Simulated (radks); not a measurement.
Values are calculated unless marked as measured or tabulated.
Problem. Dy+, configuration [Xe] 4f10 5d1 (not the ground configuration). Code: a radial shooting solver on a logarithmic mesh with Libxc functionals. Model: Dirac Kohn-Sham, PBE, spin-unpolarised, spherical densities, finite nucleus; open shells fill j = l - 1/2 first; Fermi nuclear charge, rms radius 5.2218 fm. Some entries of the table are withheld. Estimate them.

| orbital | occ. | eigenvalue (eV) | <r^2> (bohr^2) | <1/r> (bohr^-1) |
|---|---|---|---|---|
| 1s1/2 | 2 | -53595.18 | 0.0006095 | 74.55 |
| 2s1/2 | 2 | (1) | 0.009462 | 17.86 |
| 2p1/2 | 2 | -8488.189 | 0.006846 | 17.84 |
| 2p3/2 | 4 | -7687.982 | 0.008073 | 15.62 |
| 3s1/2 | 2 | -1989.829 | 0.06276 | 6.525 |
| 3p1/2 | 2 | -1799.541 | 0.05827 | 6.441 |
| 3p3/2 | 4 | -1633.363 | 0.06522 | 5.876 |
| 3d3/2 | 4 | -1306.071 | 0.05171 | 5.758 |
| 3d5/2 | 6 | -1269.784 | 0.05364 | 5.619 |
| 4s1/2 | 2 | (2) | (3) | 2.727 |
| 4p1/2 | 2 | -322.1508 | 0.3326 | 2.619 |
| 4p3/2 | 4 | -285.0230 | 0.3711 | 2.425 |
| 4d3/2 | 4 | -161.3390 | (4) | 2.204 |
| 4d5/2 | 6 | -154.6159 | (5) | 2.156 |
| 5s1/2 | 2 | -53.4509 | 1.921 | 1.021 |
| 5p1/2 | 2 | -33.3721 | 2.492 | 0.8918 |
| 5p3/2 | 4 | -28.7415 | 2.878 | 0.8216 |
| 4f5/2 | 6 | -8.1969 | 1.062 | 1.563 |
| 4f7/2 | 4 | -7.3231 | 1.133 | 1.536 |
| 5d3/2 | 1 | -5.9041 | 10.59 | 0.4516 |
| 5d5/2 | 0 | -5.6761 | 11.33 | 0.4357 |

Solution. 
(1) 2s1/2 eigenvalue (eV): -8924.021
(2) 4s1/2 eigenvalue (eV): -397.2401
(3) 4s1/2 <r^2> (bohr^2): 0.3172
(4) 4d3/2 <r^2> (bohr^2): 0.4231
(5) 4d5/2 <r^2> (bohr^2): 0.4385
